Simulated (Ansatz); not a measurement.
Molecule: LaCl$_{2}$ (charge +1, singlet). The spin state was set by rule; other spins were not relaxed. 
Coordinates optimised at B3LYP-D3(BJ)/def2-TZVP (Ansatz, an electronic-structure program):
```xyz
3

La     0.5476     0.0742     0.0416
Cl    -1.0161     1.3722    -1.4444
Cl    -0.8198    -1.6208     1.3048
```
Charge +1, spin multiplicity 1.

Basis-set convergence of Hartree-Fock and CCSD correlation energies (hartree) with Ansatz. Cores are frozen in the correlated levels unless marked. Spin-orbit coupling is left out. Frozen are the shells of the preceding noble gas and the d and f shells that filled before the atom's block. In def2 rows, elements after Kr have scalar-relativistic effective core potentials.

```json
[
 {"basis": "def2-SVPD", "functions": "89", "E(HF)": "-949.83275", "E(corr, CCSD)": "-0.34600"},
 {"basis": "def2-TZVPPD", "functions": "161", "E(HF)": "-950.13781", "E(corr, CCSD)": "-0.44915"},
 {"basis": "def2-QZVPPD", "functions": "239", "E(HF)": "-950.16440", "E(corr, CCSD)": "-0.48649"}
]
```

Extrapolating the two largest sets (X = 3 and 4) as X^-3: E(corr) = (64·(-0.48649) - 27·(-0.44915))/37 = -0.5137 Eh, an estimate of the basis-set limit. The largest set recovers 94.7 % of it, the smallest 67.4 %.
